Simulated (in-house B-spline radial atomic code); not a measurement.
A fraction x of an electron is removed from 4p in neutral arsenic, starting from [Ar] 3d10 4s2 4p3 and keeping the highest spin. All numbers are computed (non-relativistic LDA PW92, spin-polarised, spherical fractional occupations; point nucleus) with a radial B-spline atomic code at the basis-set limit, not measured.

```tsv
x	E(x) - E(0) (eV)	4p up level (eV)
0	0.0000	-5.989
0.06	0.3729	-6.442
0.24	1.6571	-7.835
0.29	2.0587	-8.229
0.43	3.2891	-9.352
0.5	3.9637	-9.923
0.52	4.1638	-10.087
0.71	6.2300	-11.670
0.76	6.8241	-12.093
0.92	8.8685	-13.467
1	9.9737	-14.163
```

The exact functional would give a straight line between the two integer points. Deviations E(x) - E(0) - x[E(1) - E(0)], in eV: -0.226 at x = 0.06, -0.737 at x = 0.24, -0.834 at x = 0.29, -1 at x = 0.43, -1.023 at x = 0.5, -1.023 at x = 0.52, -0.851 at x = 0.71, -0.756 at x = 0.76, -0.307 at x = 0.92.

The curve lies below the straight line by up to 1.023 eV (at x = 0.5): convex, the delocalisation error that favours fractional charges.

Problem. How well does Slater's transition state (minus the level at half occupation) give the ionisation energy?

Solution. It gives 9.923 eV against 9.974 eV from the two total energies; NIST lists 9.79 eV, ground level to ground level.
